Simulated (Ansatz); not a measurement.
The same path of C3H11SbSi (16 atoms, charge 0, multiplicity 1) was run 3 times with different band settings. The coordinate that changes most is the dihedral H7–Si1–C2–C3.

All numbers below come from RKS B3LYP/def2-SVP (Ansatz).

Relaxed end points:

```xyz
16
Properties=species:S:1:pos:R:3
Si -1.907 -1.052 -0.887
C -0.041 -1.365 -0.716
C 0.856 -0.144 -0.424
C 0.620 0.498 0.946
Sb 2.026 2.158 1.376
H -2.161 0.008 -1.910
H -2.536 -0.620 0.397
H -2.579 -2.311 -1.329
H 0.280 -1.834 -1.664
H 0.106 -2.138 0.061
H 0.712 0.611 -1.218
H 1.912 -0.460 -0.503
H -0.401 0.895 1.045
H 0.767 -0.237 1.755
H 1.190 3.277 0.361
H 1.133 2.693 2.754
```

```xyz
16
Properties=species:S:1:pos:R:3
Si -1.798 -0.786 -1.292
C 0.077 -1.046 -1.130
C 0.880 0.050 -0.397
C 0.542 0.187 1.089
Sb 1.831 1.655 2.140
H -2.366 -1.842 -2.182
H -2.085 0.551 -1.896
H -2.502 -0.863 0.023
H 0.462 -1.153 -2.160
H 0.245 -2.026 -0.646
H 0.721 1.018 -0.906
H 1.957 -0.172 -0.510
H -0.504 0.489 1.250
H 0.690 -0.771 1.616
H 0.989 3.017 1.493
H 0.838 1.668 3.553
```

Common settings: spring 5.0 eV/Å²; optimiser quadratic models (default); start path IDPP; force threshold 0.05 eV/Å; end points relaxed.

| run | movable images | climbing image | iteration limit |
| --- | --- | --- | --- |
| 1 | 7 | yes | 24 |
| 2 | 7 | yes | 6 |
| 3 | 6 | no | 30 |

Q: What does each run give, and how far can it be trusted?

A: Run 1: converged after 5 iterations, highest image 0.065 eV above the first end. A vibrational analysis at the climbing image gives one clearly imaginary mode, 125i cm⁻¹: a first-order saddle point.
Run 2: converged after 5 iterations, highest image 0.065 eV above the first end. Another band between the same ends (7 images) ends at a top of the same energy, where a vibrational analysis finds 1 clearly imaginary mode.
Run 3: converged after 5 iterations, highest image 0.063 eV above the first end. No image climbed, so the highest image needn't sit at the top of the path.
